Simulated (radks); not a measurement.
The numbers below are computed, except where a source is named.
Task: Coherent X-ray form factor from a spherical all-electron density. Code: a radial shooting solver on a logarithmic mesh with Libxc functionals. Model: scalar-relativistic Kohn-Sham, r2SCAN, spin-polarised, spherical densities, finite nucleus; meta-GGA in the generalised Kohn-Sham scheme; Fermi nuclear charge, rms radius of each element as measured or else 0.836 A^(1/3) + 0.57 fm.

sin(theta)/lambda (1/angstrom)  f0 (electrons)
0.05                                    40.635
0.1                                     39.583
0.15                                    37.966
0.2                                     35.953
0.25                                    33.728
0.3                                     31.458
0.4                                     27.255
0.5                                     23.865
0.6                                     21.289
0.8                                     17.665
1                                       14.840
1.25                                    11.740
1.5                                      9.268
2                                        6.437

The species is in the configuration that NIST lists as its ground one. Which atom or ion scatters so?

Result: The palladium ion Pd5+, [Kr] 4d5. Extrapolating in s^2 from the first two rows gives f0(0) = 41.0, near the electron count 41; among species with that count, the fall with angle is slower the higher Z, and the table is that of Z = 46; from so few rows the species is fixed only to a neighbour or two.
